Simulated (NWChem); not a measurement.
System: CH4N2O2Si; SMILES N[Si@H](OC#N)O

Input file for NWChem:

```
start job
memory heap 200 mb stack 900 mb global 1100 mb
geometry units angstroms noautosym nocenter noautoz
  N     -0.581318    -2.761606    -0.119283
  C      0.055105    -1.807898     0.080674
  O      0.731614    -0.749703     0.292669
  Si    -0.008914     0.828939     0.385260
  N      0.964430     1.999258    -0.335739
  O     -1.414916     0.667492    -0.445807
  H     -0.118730     1.089142     1.835601
  H      1.073557     2.093125    -1.338204
  H      1.612983     2.566843     0.194001
  H     -1.867562    -0.184231    -0.446746
end
basis spherical
  * library pcsseg-1
end
dft
  xc pbe0
  iterations 150
end
property
  shielding
end
task dft property
```

Parts of the log:

```
             Northwest Computational Chemistry Package (NWChem) 7.3.0
             --------------------------------------------------------

                             Geometry "geometry" -> ""
                             -------------------------

 Output coordinates in angstroms (scale by  1.889725989 to convert to a.u.)

  No.       Tag          Charge          X              Y              Z
 ---- ---------------- ---------- -------------- -------------- --------------
    1 N                    7.0000    -0.58131800    -2.76160600    -0.11928300
    2 C                    6.0000     0.05510500    -1.80789800     0.08067400
    3 O                    8.0000     0.73161400    -0.74970300     0.29266900
    4 Si                  14.0000    -0.00891400     0.82893900     0.38526000
    5 N                    7.0000     0.96443000     1.99925800    -0.33573900
    6 O                    8.0000    -1.41491600     0.66749200    -0.44580700
    7 H                    1.0000    -0.11873000     1.08914200     1.83560100
    8 H                    1.0000     1.07355700     2.09312500    -1.33820400
    9 H                    1.0000     1.61298300     2.56684300     0.19400100
   10 H                    1.0000    -1.86756200    -0.18423100    -0.44674600

 Effective nuclear repulsion energy (a.u.)     291.4320429910

                              NWChem Property Module
                              ----------------------

  itol2e modified to match energy
  convergence criterion.

                                 NWChem DFT Module
                                 -----------------

 Summary of "ao basis" -> "ao basis" (spherical)
 ------------------------------------------------------------------------------
       Tag                 Description            Shells   Functions and Types
 ---------------- ------------------------------  ------  ---------------------
 N                          pcsseg-1                 7       17   3s3p1d
 C                          pcsseg-1                 7       17   3s3p1d
 O                          pcsseg-1                 7       17   3s3p1d
 Si                         pcsseg-1                10       24   4s5p1d
 H                          pcsseg-1                 3        5   2s1p

  itol2e modified to match energy
  convergence criterion.

            General Information
            -------------------
          SCF calculation type: DFT
          Wavefunction type:  closed shell.
          No. of atoms     :    10
          No. of electrons :    54
           Alpha electrons :    27
            Beta electrons :    27
          Charge           :     0
          Spin multiplicity:     1
          Use of symmetry is: off; symmetry adaption is: off
          Maximum number of iterations: 150
          AO basis - number of functions:   129
                     number of shells:    57
          Convergence on energy requested:  1.00D-07
          Convergence on density requested:  1.00D-05
          Convergence on gradient requested:  5.00D-04

              XC Information
              --------------
                         PBE0 Method XC Functional
                     Hartree-Fock (Exact) Exchange  0.250
          PerdewBurkeErnzerhof Exchange Functional  0.750
            Perdew 1991 LDA Correlation Functional  1.000 local
           PerdewBurkeErnz. Correlation Functional  1.000 non-local

[...]

          -----------------------------------------
          Chemical Shielding Tensors (GIAO, in ppm)
          -----------------------------------------

                                NWChem CPHF Module
                                ------------------

  scftype          =     RHF
  nclosed          =       27
  nopen            =        0
  variables        =     2754
  # of vectors     =        3
  tolerance        = 0.10D-03
  level shift      = 0.00D+00
  max iterations   =       50
  max subspace     =       30

 SCF residual:    8.8036274925863320E-005

Iterative solution of linear equations
  No. of variables     2754
  No. of equations        3
  Maximum subspace       30
        Iterations       50
       Convergence  1.0D-04

   iter   nsub   residual    time
   ----  ------  --------  ---------
     1      3    4.67D-01     119.7
     2      6    4.27D-02     130.8
     3      9    3.42D-03     140.6
     4     12    2.14D-04     150.3
     5     15    1.67D-05     160.3

      Atom:    1  N
        Diamagnetic
    334.2431      6.1298      1.6087
      6.1298    341.1793      1.9404
      1.6087      1.9404    329.6056

        Paramagnetic
   -262.0925    149.4311     34.0733
    149.4311   -116.2136     50.6373
     34.0733     50.6373   -381.1477

        Total Shielding Tensor
     72.1506    155.5609     35.6820
    155.5609    224.9657     52.5777
     35.6820     52.5777    -51.5421

           isotropic =      81.8581
          anisotropy =     375.7713

          Principal Components and Axis System
                 1           2           3
              332.3723    -62.2037    -24.5943

      1         0.5226     -0.1415      0.8407
      2         0.8368     -0.1036     -0.5376
      3         0.1632      0.9845      0.0643

      Atom:    2  C
        Diamagnetic
    255.7252     19.5596      4.6552
     19.5596    277.2199      6.3737
      4.6552      6.3737    242.9311

        Paramagnetic
   -201.7717    125.6149     26.6038
    125.6149    -93.4249     39.2396
     26.6038     39.2396   -273.8690

        Total Shielding Tensor
     53.9535    145.1744     31.2590
    145.1744    183.7950     45.6132
     31.2590     45.6132    -30.9379

           isotropic =      68.9368
          anisotropy =     327.8441

          Principal Components and Axis System
                 1           2           3
              287.4996    -41.7549    -38.9342

      1         0.5366     -0.6219      0.5704
      2         0.8263      0.2502     -0.5045
      3         0.1710      0.7420      0.6482

      Atom:    3  O
        Diamagnetic
    395.5408      4.3205      2.5236
      4.3205    416.5474      4.2748
      2.5236      4.2748    384.1760

        Paramagnetic
   -162.1502     27.8579     11.2142
     27.8579   -115.9274     15.9931
     11.2142     15.9931   -188.0747

        Total Shielding Tensor
    233.3906     32.1784     13.7378
     32.1784    300.6200     20.2679
     13.7378     20.2679    196.1013

           isotropic =     243.3706
          anisotropy =     112.2997

          Principal Components and Axis System
                 1           2           3
              318.2371    221.3307    190.5441

      1         0.3751      0.8990     -0.2261
      2         0.9067     -0.4065     -0.1121
      3         0.1927      0.1630      0.9676

      Atom:    4  Si
        Diamagnetic
    880.7796      0.2189      1.4465
      0.2189    885.0134     -0.4195
      1.4465     -0.4195    875.5057

        Paramagnetic
   -460.2139     20.7431    -19.1234
     20.7431   -523.6038    -24.3307
    -19.1234    -24.3307   -481.6645

        Total Shielding Tensor
    420.5656     20.9620    -17.6769
     20.9620    361.4095    -24.7502
    -17.6769    -24.7502    393.8412

           isotropic =     391.9388
          anisotropy =      73.5173

          Principal Components and Axis System
                 1           2           3
              440.9503    388.4195    346.4466

      1         0.7946      0.5867     -0.1560
      2         0.3612     -0.2503      0.8982
      3        -0.4880      0.7701      0.4109

      Atom:    5  N
        Diamagnetic
    316.4596     15.4946     -1.9780
     15.4946    320.6082     -4.3203
     -1.9780     -4.3203    323.5793

        Paramagnetic
    -85.0635      2.1617    -17.8604
      2.1617    -96.1017    -16.5387
    -17.8604    -16.5387    -82.8382

        Total Shielding Tensor
    231.3960     17.6563    -19.8384
     17.6563    224.5065    -20.8590
    -19.8384    -20.8590    240.7411

           isotropic =     232.2145
          anisotropy =      59.8618

          Principal Components and Axis System
                 1           2           3
              272.1224    215.7704    208.7508

      1        -0.5446      0.7406     -0.3936
      2        -0.4977      0.0924      0.8624
      3         0.6751      0.6656      0.3182

      Atom:    6  O
        Diamagnetic
    400.5251      8.6066     13.4442
      8.6066    390.4737      0.8684
     13.4442      0.8684    379.6526

        Paramagnetic
   -107.9230    -13.2570      5.2207
    -13.2570   -100.0766     11.3997
      5.2207     11.3997    -90.9478

        Total Shielding Tensor
    292.6021     -4.6504     18.6649
     -4.6504    290.3970     12.2680
     18.6649     12.2680    288.7048

           isotropic =     290.5680
          anisotropy =      30.3292

          Principal Components and Axis System
                 1           2           3
              310.7874    295.2131    265.7033

      1         0.6534     -0.5092     -0.5602
      2         0.2753      0.8491     -0.4508
      3         0.7052      0.1403      0.6950

      Atom:    7  H
        Diamagnetic
     22.9778      0.0122     -1.5043
      0.0122     24.8359      3.4955
     -1.5043      3.4955     38.2447

        Paramagnetic
      0.0805     -0.1050      0.6410
     -0.1050     -0.3342     -1.8607
      0.6410     -1.8607     -6.0027

[...]
```

Level: PBE0/pcSseg-1, GIAO. All runs use the structure optimised with PBE0/def2-SVP. The printed shielding anisotropy is the first printed principal value minus the mean of the other two.
